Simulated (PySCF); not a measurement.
Job for PySCF: R-HF/STO-3G on PN, a point of a bond scan (R = 2.224 Å).

```python
from pyscf import gto, scf, dft, mp
from pyscf.data.elements import chemcore

mol = gto.M(
    atom='''
    P    -0.00000000   -0.00000000   -0.47178081
    N     0.00000000    0.00000000    1.75232874
    ''',
    basis='sto-3g',
    charge=0, spin=0, verbose=3, max_memory=1800)
mf = scf.RHF(mol)
mf.conv_tol = 1e-8
mf.max_cycle = 100
mf.kernel()
if not mf.converged:
    mf = mf.newton().run(mf.mo_coeff, mf.mo_occ)
```

The log:

```
converged SCF energy = -390.208863505852
```

Self-consistency was reached.

Cost: very roughly 0.19 core-seconds.
